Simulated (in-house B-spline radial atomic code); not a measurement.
Successive ionisation energies of samarium; each step leads to the configuration of the next row (after the last: [Ne] 3s2). Dirac energy differences include first-order Breit, QED and recoil terms. NIST's values go from ground level to ground level; the uncertainty of those that are theory runs from under 0.1 % in few-electron ions to several per cent in heavy many-electron ones. Computed with a B-spline radial code for spherical atoms: Dirac-Hartree-Fock, jj configuration that fills j = l - 1/2 first, finite nuclei.

A number in brackets counts the electrons of a j subshell.

```tsv
ion	configuration	ionisation energy (eV)	tabulated value (eV)	tabulated kind	computed minus tabulated (eV)	highest orbital	largest mean radius (bohr)
Sm30+	[Ar] 3d10 4s2 4p1/2(2)	1179.6	1180	tabulated theory	0	4p1/2	0.51899
Sm31+	[Ar] 3d10 4s2 4p1/2(1)	1226.2	1226	tabulated theory	0	4p1/2	0.5149
Sm32+	[Ar] 3d10 4s2	1332.3	1332	tabulated theory	0	4s1/2	0.51189
Sm33+	[Ar] 3d10 4s1	1379.7	1381.56	semi-empirical	-2	4s1/2	0.5083
Sm34+	[Ar] 3d10	2371.3	2371	tabulated theory	0	3d5/2	0.25023
Sm35+	[Ar] 3d3/2(4) 3d5/2(5)	2471.0	2466	tabulated theory	5	3d5/2	0.24849
Sm36+	[Ar] 3d3/2(4) 3d5/2(4)	2572.1	2569	tabulated theory	3	3d5/2	0.24677
Sm37+	[Ar] 3d3/2(4) 3d5/2(3)	2674.9	2676	tabulated theory	-1	3d5/2	0.24507
Sm38+	[Ar] 3d3/2(4) 3d5/2(2)	2779.1	2782	tabulated theory	-3	3d5/2	0.24357
Sm39+	[Ar] 3d3/2(4) 3d5/2(1)	?	?	tabulated theory	?	?	?
Sm40+	[Ar] 3d3/2(4)	?	?	tabulated theory	?	?	?
Sm41+	[Ar] 3d3/2(3)	3138.2	3137	tabulated theory	1	3d3/2	0.23934
Sm42+	[Ar] 3d3/2(2)	3249.7	3253	tabulated theory	-3	3d3/2	0.23792
Sm43+	[Ar] 3d3/2(1)	3362.7	3363	tabulated theory	0	3d3/2	0.23652
Sm44+	[Ne] 3s2 3p6	3669.1	3669	tabulated theory	0	3p3/2	0.23513
Sm45+	[Ne] 3s2 3p1/2(2) 3p3/2(3)	?	?	tabulated theory	?	?	?
Sm46+	[Ne] 3s2 3p1/2(2) 3p3/2(2)	3870.0	3873	tabulated theory	-3	3p3/2	0.23301
Sm47+	[Ne] 3s2 3p1/2(2) 3p3/2(1)	3971.7	3971	tabulated theory	1	3p3/2	0.23196
Sm48+	[Ne] 3s2 3p1/2(2)	4225.4	4227	tabulated theory	-2	3p1/2	0.23092
Sm49+	[Ne] 3s2 3p1/2(1)	4337.2	4337	tabulated theory	0	3p1/2	0.22985
```

(1) Fill in the row of Sm39+.

(2) Fill in the row of Sm40+.

(3) Fill in the row of Sm45+.

(4) Where is the largest jump?

## Answers

(1) ionisation energy (eV): 2884.9; tabulated value (eV): 2887; computed minus tabulated (eV): -2; highest orbital: 3d5/2; largest mean radius (bohr): 0.24216.

(2) ionisation energy (eV): 3028.2; tabulated value (eV): 3028; computed minus tabulated (eV): 0; highest orbital: 3d3/2; largest mean radius (bohr): 0.24076.

(3) ionisation energy (eV): 3769.1; tabulated value (eV): 3766; computed minus tabulated (eV): 3; highest orbital: 3p3/2; largest mean radius (bohr): 0.23406.

(4) From Sm33+ to Sm34+, by a factor of 1.72 (1379.7 to 2371.3 eV); the highest orbital goes from 4s1/2 to 3d5/2.
